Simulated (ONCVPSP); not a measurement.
**Building the ONCV potential for Tm (Z = 69) (PBE, scalar-relativistic).**

The input file (ONCVPSP 4.0.1):

```
# ATOM AND REFERENCE CONFIGURATION
# atsym  z   nc   nv     iexc    psfile
  Tm 69.00    9    3        4      upf
#
#   n    l    f
    1    0    2.00
    2    0    2.00
    2    1    6.00
    3    0    2.00
    3    1    6.00
    3    2   10.00
    4    0    2.00
    4    1    6.00
    4    2   10.00
    4    3   13.00
    5    0    2.00
    5    1    6.00
#
# PSEUDOPOTENTIAL AND OPTIMIZATION
# lmax
    3
#
#   l,   rc,      ep,       ncon, nbas, qcut
    0    1.65    0.00    4    7    7.80
    1    1.80    0.00    3    6    9.70
    2    1.20    0.44    4    7    9.10
    3    1.20    0.00    5   10   14.10
#
# LOCAL POTENTIAL
# lloc, lpopt,  rc(5),   dvloc0
    2    5    1.20    0.00
#
# VANDERBILT-KLEINMAN-BYLANDER PROJECTORs
# l, nproj, debl
    0    2    3.80
    1    1    3.10
    2    0    0.90
    3    1    1.10
#
# MODEL CORE CHARGE
# icmod, fcfact, rcfact
    0    0.00    0.00
#
# LOG DERIVATIVE ANALYSIS
# epsh1, epsh2, depsh
   -4.00    5.00    0.02
#
# OUTPUT GRID
# rlmax, drl
    6.00    0.01
#
# TEST CONFIGURATIONS
# ncnf
    4
# nvcnf
#   n    l    f
    4
    4    3   13.00
    5    0    2.00
    5    1    6.00
    6    0    2.00
#
    4
    4    3   13.00
    5    0    2.00
    5    1    6.00
    6    0    1.00
#
    3
    4    3   12.00
    5    0    2.00
    5    1    6.00
#
    4
    4    3   13.00
    5    0    2.00
    5    1    6.00
    6    1    2.00
#
```

Command:

```bash
oncvpsp.x < Tm.dat > Tm.out
```

Output (shortened: citation, most of the input echo, consistency checks and plot data are left out):

```
ONCVPSP  (Optimized Norm-Conservinng Vanderbilt PSeudopotential)
scalar-relativistic version 4.0.1

#   n    l    f        energy (Ha)
    1    0    2.00    -2.1794704E+03
    2    0    2.00    -3.6814771E+02
    2    1    6.00    -3.2508147E+02
    3    0    2.00    -8.3147681E+01
    3    1    6.00    -7.0109177E+01
    3    2   10.00    -5.4024686E+01
    4    0    2.00    -1.6804190E+01
    4    1    6.00    -1.2521377E+01
    4    2   10.00    -6.8369258E+00
    4    3   13.00    -6.4510349E-01
    5    0    2.00    -2.4992371E+00
    5    1    6.00    -1.5237059E+00

Reference configufation results
  iterations    36
  all-electron total energy (Ha)   -1.35667874D+04

Begin loop to  construct optimized pseudo wave functions
and semi-local pseudopoentials for all angular momenta

   Wellstate for l =  0  n =  7
     eigenvalue =   1.3008
     asymptotic potential =   1.8008
     half-point radius =  2.8917

Calculating optimized projector #   1

 for l=   0

    Fraction of norm inside rc  0.854869
    Optimizing pswf for qcut=   7.80 a_B^-1,  ecut=  30.45 Ha
    Residual kinetic energy error=  9.91D-07 Ha

    Energy error per electron        Cutoff
         Ha          eV             Ha
         0.01000     0.27211       16.56
         0.00100     0.02721       21.23
         0.00010     0.00272       24.80
         0.00001     0.00027       27.56

Calculating optimized projector #   2

 for l=   0

    Fraction of norm inside rc  0.055317
    Optimizing pswf for qcut=   7.80 a_B^-1,  ecut=  30.45 Ha
    Residual kinetic energy error=  2.55D-06 Ha

    Energy error per electron        Cutoff
         Ha          eV             Ha
         0.01000     0.27211       15.48
         0.00100     0.02721       21.17
         0.00010     0.00272       25.29
         0.00001     0.00027       28.77

Calculating optimized projector #   1

 for l=   1

    Fraction of norm inside rc  0.773177
    Optimizing pswf for qcut=   9.71 a_B^-1,  ecut=  47.12 Ha
    Residual kinetic energy error=  3.48D-08 Ha

    Energy error per electron        Cutoff
         Ha          eV             Ha
         0.01000     0.27211       16.23
         0.00100     0.02721       22.81
         0.00010     0.00272       27.78
         0.00001     0.00027       31.49

   Wellstate for l =  2  n =  6
     eigenvalue =   0.4400
     asymptotic potential =   0.9400
     half-point radius =  3.5257

Calculating optimized projector #   1

 for l=   2

    Fraction of norm inside rc  0.051558
    Optimizing pswf for qcut=   9.10 a_B^-1,  ecut=  41.45 Ha
    Residual kinetic energy error=  7.42D-04 Ha

    Energy error per electron        Cutoff
         Ha          eV             Ha
         0.01000     0.27211        9.73
         0.00100     0.02721       39.10
         0.00010     0.00272      110.39
         0.00001     0.00027      135.47

Calculating optimized projector #   1

 for l=   3

    Fraction of norm inside rc  0.844457
    Optimizing pswf for qcut=  14.09 a_B^-1,  ecut=  99.31 Ha
    Residual kinetic energy error=  2.13D-04 Ha

    Energy error per electron        Cutoff
         Ha          eV             Ha
         0.01000     0.27211       82.47
         0.00100     0.02721       92.26
         0.00010     0.00272      147.25
         0.00001     0.00027      295.62

Construct Vanderbilt / Kleinmman-Bylander projectors

B matrix Hermiticity error, ll=   0
   1   2   -4.4050E-04

  Orthonormal projector coefficients  1.3272E+01 -2.7514E+00

Pseudoatom total energy -207.474370

Diagnostic tests using Vanderbilt-Kleinman-Bylander pseudopotentials
  1 or more projectors used as specified by nproj input data

   l    rcore       rmatch      e in        delta e   norm test  slope test

   0   1.6586515   1.7090117  -2.4992371  -0.0000123   1.0001487   1.0001497
run_diag: lschvkbbe ERROR   2   2   0  60  1.30076287E+00  1.12068658E+00
   0   1.6586515   1.7090117   1.3007629  -0.1800763   0.1114257   0.0979716

   1   1.8035445   1.8583040  -1.5237059  -0.0000078   0.9999964   1.0000057

   2   1.2007820   1.2372404   0.4400000   0.0000486   1.0000054   1.0000054

   3   1.2007820   1.2372404  -0.6451035   0.0000071   1.0000064   0.9999926

 Testing for bound ghosts
   n   l    E NL Schr. Eq   E Basis Diag.   E Cutoff

   1   0       -2.499249       -2.496595     68.81

       1                      -12.714308     30.57  WARNING - GHOST(-)
   2   1       -1.523714       -1.513617     30.57

   4   3       -0.645096       -0.642397    342.52

 Testing for highly-localized positive-energy ghosts
       l    <radius>/rc     E Basis Diag.   E Cutoff

       0        0.151532        1.012567     68.81  WARNING - GHOST(+)

Test configuration 0

   n   l     f        eae           eps        diff
   1   0  2.0000-2179.47041479
   2   0  2.0000 -368.14770883
   2   1  6.0000 -325.08147354
   3   0  2.0000  -83.14768073
   3   1  6.0000  -70.10917674
   3   2 10.0000  -54.02468626
   4   0  2.0000  -16.80419009
   4   1  6.0000  -12.52137679
   4   2 10.0000   -6.83692581
   4   3 13.0000   -0.64510349   -0.64509636    7.13D-06
   5   0  2.0000   -2.49923713   -2.49924942   -1.23D-05
   5   1  6.0000   -1.52370586   -1.52371364   -7.78D-06

    Total energies and differences
      AE_ref= -1.35667874D+04  AE_tst= -1.35667874D+04  dif=  0.00D+00
      PS_ref= -2.07474370D+02  PS_tst= -2.07474370D+02  dif= -6.60D-10
      PSP excitation error=  6.60D-10

Test configuration 1

   n   l     f        eae           eps        diff
   1   0  2.0000-2178.93609947
   2   0  2.0000 -367.61628985
   2   1  6.0000 -324.54971349
   3   0  2.0000  -82.61978265
   3   1  6.0000  -69.58121505
   3   2 10.0000  -53.49640534
   4   0  2.0000  -16.27494387
   4   1  6.0000  -11.99159863
   4   2 10.0000   -6.30644257
   4   3 13.0000   -0.11362534   -0.11378616   -1.61D-04
   5   0  2.0000   -1.96153229   -1.96184314   -3.11D-04
   5   1  6.0000   -0.98861819   -0.98866682   -4.86D-05
   6   0  2.0000   -0.14239114   -0.14233961    5.15D-05

    Total energies and differences
      AE_ref= -1.35667874D+04  AE_tst= -1.35674707D+04  dif= -6.83D-01
      PS_ref= -2.07474370D+02  PS_tst= -2.08156556D+02  dif= -6.82D-01
      PSP excitation error= -1.13D-03

Test configuration 2

   n   l     f        eae           eps        diff
   1   0  2.0000-2179.18145025
   2   0  2.0000 -367.86067234
   2   1  6.0000 -324.79423569
   3   0  2.0000  -82.86282491
   3   1  6.0000  -69.82428369
   3   2 10.0000  -53.73959894
   4   0  2.0000  -16.51851293
   4   1  6.0000  -12.23538089
   4   2 10.0000   -6.55051365
   4   3 13.0000   -0.35825179   -0.35829372   -4.19D-05
   5   0  2.0000   -2.20891240   -2.20912219   -2.10D-04
   5   1  6.0000   -1.23549232   -1.23555583   -6.35D-05
   6   0  1.0000   -0.33684283   -0.33685360   -1.08D-05

    Total energies and differences
      AE_ref= -1.35667874D+04  AE_tst= -1.35672322D+04  dif= -4.45D-01
      PS_ref= -2.07474370D+02  PS_tst= -2.07919184D+02  dif= -4.45D-01
      PSP excitation error= -8.11D-05

Test configuration 3

   n   l     f        eae           eps        diff
   1   0  2.0000-2180.15291592
   2   0  2.0000 -368.84913064
   2   1  6.0000 -325.78042020
   3   0  2.0000  -83.87320986
   3   1  6.0000  -70.83426642
   3   2 10.0000  -54.74760226
   4   0  2.0000  -17.52022443
   4   1  6.0000  -13.23260815
   4   2 10.0000   -7.54062554
   4   3 12.0000   -1.31343857   -1.32851776   -1.51D-02
   5   0  2.0000   -3.08202884   -3.08829243   -6.26D-03
   5   1  6.0000   -2.06677096   -2.06852880   -1.76D-03

    Total energies and differences
      AE_ref= -1.35667874D+04  AE_tst= -1.35658164D+04  dif=  9.71D-01
      PS_ref= -2.07474370D+02  PS_tst= -2.06497987D+02  dif=  9.76D-01
      PSP excitation error= -5.38D-03

Test configuration 4

psatom: WARNING lschvkbb convergence error n,l,iter=   3   1   2
ea(ii),et,emin,emax -3.811745E-01 -4.192919E-01 -4.192919E-01 -4.192919E-01
run_config: WARNING for fully non-local PS atom, stg. 2
 WARNING no output for configuration 5
```

Note: ghosts flagged at negative energy: p at -346.0 eV; GHOST(+) flagged for s at 27.6 eV. A true bound ghost makes a file unfit for plane-wave use.

The run took about 4.6 s on one core of a shared server CPU.
